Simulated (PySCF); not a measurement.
# Molecular orbitals of CaCl

PBE0 at R = 2.441 Å; basis Ca 6-31G(d,p), Cl 6-31G(d,p); no relativity; PySCF 2.14. State: ²Σ⁺ (doublet), unpaired electrons σ ↑. Only the outer orbitals are listed, counted within each symmetry.

```tsv
spin	orbital	occ.	ε (eV)	on Ca (%)	main shells (%)
α	3π	1	-30.50	100	100 Ca p
α	3π	1	-30.50	100	100 Ca p
α	8σ	1	-30.48	99	99 Ca p
α	9σ	1	-20.80	3	97 Cl s
α	10σ	1	-8.68	13	86 Cl p
α	4π	1	-8.05	7	93 Cl p
α	4π	1	-8.05	7	93 Cl p
α	11σ	1	-4.50	99	84 Ca s, 12 Ca p
α	5π	0	-1.39	100	69 Ca p, 31 Ca d
α	5π	0	-1.39	100	69 Ca p, 31 Ca d
α	12σ	0	-1.21	98	57 Ca d, 40 Ca p
β	3π	1	-30.40	100	100 Ca p
β	3π	1	-30.40	100	100 Ca p
β	8σ	1	-30.30	99	99 Ca p
β	9σ	1	-20.78	3	97 Cl s
β	10σ	1	-8.62	12	87 Cl p
β	4π	1	-8.05	6	94 Cl p
β	4π	1	-8.05	6	94 Cl p
β	11σ	0	-2.26	100	90 Ca s
β	1δ	0	-0.52	100	100 Ca d
β	1δ	0	-0.52	100	100 Ca d
```

Which are the highest filled and the lowest empty level, where do they sit, and how wide is the gap?

Highest filled α 11σ at -4.50 eV (in %: 84 Ca s, 12 Ca p); lowest empty β 11σ at -2.26 eV (in %: 90 Ca s); the gap at PBE0 is 2.24 eV.

```
bond order (Mayer)                               : 0.93
⟨S²⟩                                             : 0.750
charge on Ca (Mulliken, basis-dependent)         : 0.47
charge on Ca (Löwdin, basis-dependent)           : 0.18
dipole moment (positive dipole means Ca(−)Cl(+)) : -4.38 D
polarisability along the bond                    : 128.0 bohr³
polarisability across the bond                   : 151.8 bohr³
```

The state is the lowest determinant that a PBE0 search found; another state may lie lower at other levels.
